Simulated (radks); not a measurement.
Task: Neutral ytterbium: order these configurations by energy. Method: Dirac Kohn-Sham, BLYP, spin-unpolarised, spherical densities, finite nucleus; Fermi nuclear charge, rms radius of each element as measured or else 0.836 A^(1/3) + 0.57 fm; computed with a radial shooting solver on a logarithmic mesh with Libxc functionals. Sub-shells are occupied by j as written (lower j first in brackets). [Xe] 4f(5/2: 5, 7/2: 8) 5d(3/2: 1, 5/2: 0) 6s2; [Xe] 4f(5/2: 5, 7/2: 8) 6s2 6p(1/2: 1, 3/2: 0); [Xe] 4f(5/2: 6, 7/2: 7) 5d(3/2: 1, 5/2: 0) 6s2; [Xe] 4f(5/2: 6, 7/2: 7) 6s2 6p(1/2: 1, 3/2: 0); [Xe] 4f14 6s2.

Result: From the lowest, in eV above it: [Xe] 4f14 6s2 0.000; [Xe] 4f(5/2: 6, 7/2: 7) 5d(3/2: 1, 5/2: 0) 6s2 4.060; [Xe] 4f(5/2: 6, 7/2: 7) 6s2 6p(1/2: 1, 3/2: 0) 5.070; [Xe] 4f(5/2: 5, 7/2: 8) 5d(3/2: 1, 5/2: 0) 6s2 5.452; [Xe] 4f(5/2: 5, 7/2: 8) 6s2 6p(1/2: 1, 3/2: 0) 6.463.
